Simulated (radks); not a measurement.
Coulomb parameter of the 4d shell of the silver ion Ag3+ in the model configuration [Kr] 4d6.5 5s1.5, as a second difference U = [E(n + 0.5) + E(n - 0.5) - 2 E(n)] / (0.5)^2 with all orbitals relaxed. "Bare": the charge of the atom changes with n. "Screened": the 5s shell takes up the change at fixed total charge, which measures U(4d,4d) + U(5s,5s) - 2 U(4d,5s). Method: scalar-relativistic Kohn-Sham, PBE, spin-unpolarised, spherical densities, finite nucleus; Fermi nuclear charge, rms radius 4.5454 fm; computed with a radial shooting solver on a logarithmic mesh with Libxc functionals.

case              configuration  E - E(n) (eV)
start          [Kr] 4d6.5 5s1.5          0.000
bare +0.5        [Kr] 4d7 5s1.5        -23.262
bare -0.5        [Kr] 4d6 5s1.5         27.271
screened +0.5      [Kr] 4d7 5s1         -7.724
screened -0.5      [Kr] 4d6 5s2          8.380

U(bare) = 16.035 eV, U(screened by 5s) = 2.621 eV, against the Slater integral F0(4d,4d) = 20.494 eV with frozen orbitals.
